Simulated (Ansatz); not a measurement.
Species: BNH4, charge 0, singlet. BNH4 (SMILES BN).
B3LYP-D3(BJ)/def2-TZVP minimum from Ansatz (an electronic-structure program):
```
B
N 1 1.3876
H 2 1.0069 1 123.31
H 2 1.0069 3 113.37 1 180.00
H 1 1.1928 2 119.04 3 0.00
H 1 1.1928 5 121.92 2 180.00
```
Charge 0, spin multiplicity 1.

Total energies in hartree (Ansatz). Open shells are spin-unrestricted; no spin-orbit coupling. Correlated methods leave the cores frozen. No relativity. For partners of very few electrons the exact lower level stands in for a higher one.

```tsv
species	HF/cc-pVTZ	CCSD(T)/cc-pVTZ	HF/cc-pVQZ	CCSD(T)/cc-pVQZ	CCSDT(Q)/cc-pVTZ
1: BNH4 (SMILES NB)	-81.52660	-81.88933	-81.53287	-81.91470	-81.89031
2: B (doublet)	-24.53207	-24.59810	-24.53297	-24.60084	-24.59852
3: N (quartet)	-54.40069	-54.51471	-54.40372	-54.52482	-54.51507
4: H (doublet)	-0.49981	-0.49981	-0.49995	-0.49995	-0.49981
```

Task: Work out the atomisation energy (electronic, to ground-state atoms) in kcal/mol: take Hartree-Fock from cc-pVQZ, extrapolate the CCSD(T) correlation energy as X^-3 (X = 3, 4), and add CCSDT(Q) - CCSD(T) in cc-pVTZ. 1 hartree = 627.51 kcal/mol.

Result: 
Species 1: correlation (64·(-0.38183) - 27·(-0.36273))/37 = -0.39577; step -0.00098; E1 = -81.53287 + (-0.39577) + (-0.00098) = -81.92962
Species 2: correlation (64·(-0.06787) - 27·(-0.06603))/37 = -0.06921; step -0.00042; E2 = -24.53297 + (-0.06921) + (-0.00042) = -24.60260
Species 3: correlation (64·(-0.12110) - 27·(-0.11402))/37 = -0.12627; step -0.00036; E3 = -54.40372 + (-0.12627) + (-0.00036) = -54.53035
Species 4: correlation (64·(0.00000) - 27·(0.00000))/37 = 0.00000; step +0.00000; E4 = -0.49995 + (0.00000) + (+0.00000) = -0.49995
-1·E1 +1·E2 +1·E3 +4·E4 = 0.79687 hartree = 500.0 kcal/mol.
